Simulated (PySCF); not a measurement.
A species of formula C7H12Si has this rotational fingerprint, computed with PBE0-D3(BJ)/def2-SVP geometry optimisation, gas phase (PySCF):

* Rotational constants: A = 4261, B = 846.9, C = 777.2 MHz
* Dipole components: |μa| = 0.33 D, |μb| = 0.02 D, |μc| = 0.57 D
* Inertial defect: -65.10 u·Å²
* κ: -0.96

Question: Which structure is it? (One computed conformer of each.)
A. `[SiH3:1][CH2:2][C@@H:3]1[CH:4]=[CH:5][C@@H:6]2[CH2:7][C@H:8]12` with Si1–C2–C3–C4 177°
B. `[CH3:1][CH2:2][CH2:3][SiH:4]1[CH:5]=[CH:6][CH:7]=[CH:8]1` with C1–C2–C3–Si4 179°, C2–C3–Si4–C5 172°
C. `[CH3:1][CH2:2][CH2:3][C:4]1=[CH:5][SiH2:6][CH:7]=[CH:8]1` with C1–C2–C3–C4 179°, C2–C3–C4–C5 107°

Answer: B. It is CCC[SiH]1C=CC=C1, a near-prolate asymmetric top, point group C1. The candidates at the same level (rigid rotor, commonest isotopes):

```
                           SMILES  A (MHz)  B (MHz)  C (MHz)  μa (D)  μb (D)  μc (D)  Δ (u·Å²)  point group                        rotor
                 CCC[SiH]1C=CC=C1     4261    846.9    777.2    0.33    0.02    0.57    -65.10           C1  near-prolate asymmetric top
                CCCC1=C[SiH2]C=C1     4743    808.2    738.9    1.11    0.31    0.09    -47.88           C1  near-prolate asymmetric top
[SiH3]C[C@@H]1C=C[C@@H]2C[C@@H]21     3661     1106    939.6    0.63    0.18    0.12    -57.31           C1               asymmetric top
```

`[SiH3]C[C@@H]1C=C[C@@H]2C[C@@H]21` has B 31 % too high; `CCCC1=C[SiH2]C=C1` has A 11 % too high. No structure here is proved a minimum.
